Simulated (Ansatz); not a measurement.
`[OH][Sn]([Cl])([Cl])[Br]` and `[OH][SnH]([Cl])[Br]` differ in one atom or group.

Ansatz, PBE0-D4/def2-TZVP geometries, multiplicity 1. Each molecule was computed in one conformer, which needn't be the lowest.

Elements past krypton have def2 core potentials. Scalar relativity is left out up to krypton.

```
                                          property  `[OH][Sn]([Cl])([Cl])[Br]`
              HOMO–LUMO gap (PBE0/def2-TZVPP) / eV                        6.26
                LUMO energy (PBE0/def2-TZVPP) / eV                       -2.89
               HOMO–LUMO gap (PBE/def2-TZVPP) / eV                        4.00
  size of the dipole moment (B3LYP/def2-TZVPP) / D                        1.53
size of the dipole moment (ωB97M-V/def2-TZVPP) / D                        1.51
             HOMO energy (ωB97M-V/def2-TZVPP) / eV                      -11.39
```

**Question.** Give the same properties after the change, and the shifts. (An estimate is asked.)

**Answer.** Ansatz gave: 
| property | `[OH][SnH]([Cl])[Br]` | shift |
| --- | --- | --- |
| HOMO–LUMO gap (PBE0/def2-TZVPP) / eV | 6.83 | 0.57 |
| LUMO energy (PBE0/def2-TZVPP) / eV | -1.97 | 0.92 |
| HOMO–LUMO gap (PBE/def2-TZVPP) / eV | 4.55 | 0.55 |
| size of the dipole moment (B3LYP/def2-TZVPP) / D | 0.79 | -0.74 |
| size of the dipole moment (ωB97M-V/def2-TZVPP) / D | 0.81 | -0.70 |
| HOMO energy (ωB97M-V/def2-TZVPP) / eV | -11.02 | 0.37 |

With PBE0 the HOMO rises by 0.36 eV and the LUMO rises by 0.92 eV, so the gap widens by about 0.56 eV. PBE moves the HOMO by 0.35 eV and ωB97M-V by 0.37 eV. Dipoles are sizes alone; their direction can turn.

B3LYP here is the variant with VWN-RPA as its local correlation; programs differ in this.

Spin–orbit coupling is left out; it splits and shifts lone-pair levels of the heavy atoms by tenths of an eV.
